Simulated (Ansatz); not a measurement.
A ladder of methods for GeH2Cl (SMILES [Cl][GeH2])

GeH2Cl: 4 atoms, total charge 0, spin state doublet. SMILES: `[Cl][GeH2]`. Geometry: optimised at B3LYP/def2-SVP.

```xyz
4

Cl   -1.5852    0.3107    1.0079
Ge    0.1061   -0.4636   -0.1434
H     0.0842    0.2631   -1.5204
H     1.3948   -0.1102    0.6560
```

Each level gives the adiabatic electron affinity (to the singlet anion, shapes relaxed at B3LYP/def2-SVP, no zero-point term) (eV). The values are calculated.

The electron affinity is E(neutral) − E(anion): positive where the electron is bound.

```json
{"level": "UBLYP/def2-TZVPP", "kind": "GGA", "program": "Ansatz", "value (eV)": "2.06", "less CCSD(T)/def2-TZVPP": "+0.08"}
{"level": "UPBE/def2-TZVPP", "kind": "GGA", "program": "Ansatz", "value (eV)": "2.05", "less CCSD(T)/def2-TZVPP": "+0.07"}
{"level": "UB3LYP/def2-TZVPP", "kind": "global hybrid", "program": "Ansatz", "value (eV)": "2.19", "less CCSD(T)/def2-TZVPP": "+0.21"}
{"level": "UPBE0-D4/def2-TZVPP", "kind": "global hybrid", "program": "Ansatz", "value (eV)": "2.03", "less CCSD(T)/def2-TZVPP": "+0.05"}
{"level": "U-wB97M-V/def2-TZVPP", "kind": "range-separated hybrid", "program": "Ansatz", "value (eV)": "2.09", "less CCSD(T)/def2-TZVPP": "+0.11"}
{"level": "UB2PLYP/def2-TZVPP", "kind": "double hybrid", "program": "Ansatz", "value (eV)": "2.03", "less CCSD(T)/def2-TZVPP": "+0.05"}
{"level": "RPA@PBE/def2-TZVPP", "kind": "RPA", "program": "Ansatz", "value (eV)": "2.24", "less CCSD(T)/def2-TZVPP": "+0.26"}
{"level": "UCCSD(T)/def2-TZVPP", "kind": "coupled cluster or CI", "program": "Ansatz", "value (eV)": "1.98", "less CCSD(T)/def2-TZVPP": "0.00"}
```

UCCSD(T)/def2-TZVPP is the highest level here, not the true value. All-electron rows without a relativistic Hamiltonian named are non-relativistic. The values span 1.98 to 2.24 eV. In the correlated wave-function rows the outer d shell of Ge is correlated, in sets not made for it.
